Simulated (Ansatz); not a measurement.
Relaxation of Ga₂Te₃⁺ with UKS r2SCAN-D4/def2-SVP.

```sh
$ ansatz run in.yaml --threads 4 --pin off --events-out ev --progress --plain --max-ram 4787MiB
```

```yaml
crystal:
  periodic: [false, false, false]
  atoms:
    - {symbol: Ga, position_ang: [0.106780, -1.695840, 1.237730]}
    - {symbol: Ga, position_ang: [-0.676710, 0.735440, -1.857970]}
    - {symbol: Te, position_ang: [0.743290, 1.276490, 0.790240]}
    - {symbol: Te, position_ang: [-1.810400, 0.338550, 0.737850]}
    - {symbol: Te, position_ang: [1.637050, -0.654640, -0.907850]}
basis:
  gaussian: {orbitals: def2-SVP}
total_charge: 1
magnetization: {spin_polarized: true, initial_magnetization: 1}
hamiltonian: {xc: r2scan, dispersion: d4}
scf: {lower_state_search: "off"}
output: {orbitals: {seedname: orbitals}}
relax: {f_tol: 0.02, max_steps: 100}
```

It took 30 s on 4 threads of Arm Neoverse V2 on a shared host.

Positions (Å) and forces (eV/Å) at steps 1, 2, 3, 4, 6 of 6:

```xyz
5
step=1 energy=-126627.4302 eV
Ga    0.107   -1.696    1.238   -0.066   -0.298    0.072
Ga   -0.677    0.735   -1.858   -0.144   -0.045   -0.281
Te    0.743    1.276    0.790    0.434    0.718    0.458
Te   -1.810    0.339    0.738   -0.472   -0.093    0.050
Te    1.637   -0.655   -0.908    0.249   -0.283   -0.301
5
step=2 energy=-126627.4327 eV
Ga    0.079   -1.729    1.205   -0.022   -0.028   -0.028
Ga   -0.698    0.687   -1.874   -0.024   -0.043   -0.023
Te    0.801    1.373    0.851   -0.371   -0.645   -0.383
Te   -1.855    0.341    0.751    0.627    0.238    0.018
Te    1.672   -0.672   -0.933   -0.210    0.477    0.416
5
step=3 energy=-126627.4939 eV
Ga    0.072   -1.759    1.209   -0.025   -0.074   -0.008
Ga   -0.713    0.680   -1.902   -0.037   -0.041   -0.054
Te    0.788    1.349    0.838   -0.024   -0.051   -0.024
Te   -1.799    0.361    0.752    0.007    0.092    0.059
Te    1.652   -0.631   -0.897    0.079    0.073    0.026
5
step=4 energy=-126627.4905 eV rejected
Ga    0.018   -1.776    1.106    0.009   -0.149    0.109
Ga   -0.736    0.566   -1.882   -0.056    0.058   -0.151
Te    0.789    1.348    0.841    0.118    0.198    0.125
Te   -1.806    0.440    0.813    0.003   -0.065   -0.060
Te    1.735   -0.578   -0.879   -0.075   -0.042   -0.022
5
step=6 energy=-126627.5076 eV
Ga    0.030   -1.815    1.154    0.000   -0.006    0.004
Ga   -0.750    0.593   -1.927   -0.002    0.002   -0.006
Te    0.806    1.369    0.864   -0.004   -0.008   -0.004
Te   -1.781    0.425    0.785   -0.005    0.008    0.006
Te    1.695   -0.573   -0.876    0.011    0.004   -0.001
```

In the def2 sets Te takes a core potential; there is no spin–orbit coupling. The structure comes from a short search, and lower isomers may exist.
